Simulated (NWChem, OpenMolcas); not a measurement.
# A ladder of methods for Si2H4F2 (SMILES F[SiH2][SiH2]F)

The species is Si2H4F2 (8 atoms), meant as a singlet with charge 0. SMILES: `F[SiH2][SiH2]F`. Geometry: relaxed at PBE0-D4/def2-TZVP. This is one conformer, not always the lowest.

```xyz
8

F    -1.9348    1.2058   -0.2745
Si   -0.3578    1.1281    0.0124
Si    0.3586   -1.1096    0.0441
F     0.2810   -1.7420   -1.4288
H     0.3401    1.9142   -1.0370
H    -0.0998    1.7437    1.3416
H     1.7748   -1.1640    0.4954
H    -0.4771   -1.9419    0.9468
```

Quantity: the energy change with the Si3–H8 bond stretched from 1.485 to 1.708 Å, in eV. The values are calculated.

```json
{"level": "HF/6-31G* (spherical functions) (restricted)", "kind": "Hartree–Fock", "program": "NWChem", "value (eV)": "0.41", "CPU time (all runs)": "28 s"}
{"level": "SVWN5/6-31G* (spherical functions) (restricted)", "kind": "LDA", "program": "NWChem", "value (eV)": "0.26", "CPU time (all runs)": "32 s"}
{"level": "PBE/6-31G* (spherical functions) (restricted)", "kind": "GGA", "program": "OpenMolcas", "value (eV)": "0.26", "CPU time (all runs)": "70 s"}
{"level": "TPSS/6-31G* (spherical functions) (restricted)", "kind": "meta-GGA", "program": "OpenMolcas", "value (eV)": "0.32", "CPU time (all runs)": "80 s"}
{"level": "r2SCAN/6-31G* (spherical functions) (restricted)", "kind": "meta-GGA", "program": "OpenMolcas", "value (eV)": "0.31", "CPU time (all runs)": "59 s"}
{"level": "B3LYP/6-31G* (spherical functions) (restricted)", "kind": "global hybrid", "program": "OpenMolcas", "value (eV)": "0.32", "CPU time (all runs)": "51 s"}
{"level": "M06-2X/6-31G* (spherical functions) (restricted)", "kind": "hybrid meta-GGA", "program": "OpenMolcas", "value (eV)": "0.36", "CPU time (all runs)": "63 s"}
{"level": "MP2/6-31G* (spherical functions) (restricted)", "kind": "perturbation theory", "program": "OpenMolcas", "value (eV)": "0.35", "CPU time (all runs)": "16 s"}
```

The first shape isn't each level's own minimum. The values span 0.26 to 0.41 eV. Times are those of the runs behind each value, whatever else they computed, on shared processors of several kinds: orders of magnitude only.
